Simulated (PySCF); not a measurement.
## Tl(III) with different ligands

Computed with PySCF 2.14.0, PBE0, def2-SVP on the ligands, density fitting, scalar-relativistic core potentials, no spin-orbit coupling, vacuum. The metal has def2-SVP with ECP60. Each complex is relaxed within the symmetry of a template of the same shape. Distances are means of the shortest metal–ligand contacts, charges and spins Mulliken's; removal energies are rigid, with the ligand's formal charge and no counterpoise, so too large; for an anion taken off a cation in vacuum most of it is the attraction of opposite charges, and multiply charged cations can part far more cheaply with an electron moved from ligand to metal.

```tsv
complex	point group	M–first ligand (Å)	charge on M (e)	HOMO–LUMO gap (eV)	removal of one first-named ligand (eV)	strongest infrared band, degenerate modes summed (cm⁻¹)	unstable modes (below −25 cm⁻¹)
[Tl(NH2)4]−	D2d	2.233	0.29	5.43	4.79	649	0 (lowest -23 cm⁻¹, within noise)
```

(1) Order these by the energy to remove one first-named ligand, lowest first.
A. [TlCl4]−
B. [Tl(OH)4]−
C. [TlF4]−
D. [Tl(SH)4]−
E. [TlH4]−

(2) What else do they give?

Members with unstable modes aren't minima as they stand: saddle points kept by symmetry or, where the modes are soft, flat surfaces and noise. Moved off a saddle point of the template and relaxed again: [Tl(SH)4]−. One start shape was tried for each, so a minimum needn't be the lowest isomer.

Answers

(1) D (3.95), A (4.46), E (4.67), B (5.47), C (6.17).

(2) 
| complex | point group | M–first ligand (Å) | charge on M (e) | HOMO–LUMO gap (eV) | removal of one first-named ligand (eV) | strongest infrared band, degenerate modes summed (cm⁻¹) | unstable modes (below −25 cm⁻¹) |
| --- | --- | --- | --- | --- | --- | --- | --- |
| [TlH4]− | Td | 1.803 | -0.24 | 8.22 | 4.67 | 1551 | 0 |
| [TlF4]− | Td | 2.072 | 0.98 | 6.68 | 6.17 | 505 | 0 |
| [Tl(OH)4]− | S4 | 2.152 | 0.57 | 5.66 | 5.47 | 843 | 0 |
| [TlCl4]− | Td | 2.471 | 0.54 | 5.52 | 4.46 | 304 | 0 |
| [Tl(SH)4]− | S4 | 2.557 | 0.30 | 4.93 | 3.95 | 277 | 0 |
